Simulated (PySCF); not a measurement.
# Finite-field polarisability of Be (beryllium, neutral)

[He] 2s2, closed-shell 1S. All numbers are calculated (PySCF 2.14, no relativity, point nucleus, in aug-cc-pVDZ (4s3p2d, 23 functions)). Frozen: 1s2. Energy changes in a uniform field (μhartree):

```json
{"axis": "x", "F (au)": "0.0021", "HF": "-99.468", "MP2": "-93.108", "CCSD": "-83.288", "CCSD(T)": "-83.288"}
{"axis": "x", "F (au)": "0.0042", "HF": "-398.095", "MP2": "-372.641", "CCSD": "-333.348", "CCSD(T)": "-333.348"}
```

Q: Derive α along x at CCSD(T) from the two fields.

A: With ΔE = −αF²/2 − γF⁴/24, α = −(16 ΔE(F) − ΔE(2F))/(6F²) = 37.76 bohr³.

Q: And the mean polarisability at each level?

A: HF 45.10, MP2 42.22, CCSD 37.76, CCSD(T) 37.76 bohr³. Reference: 37.74 ± 0.03 bohr³ (recommended; Schwerdtfeger and Nagle, table of static dipole polarizabilities (2023 update)).

A double-zeta set is small for polarisabilities.
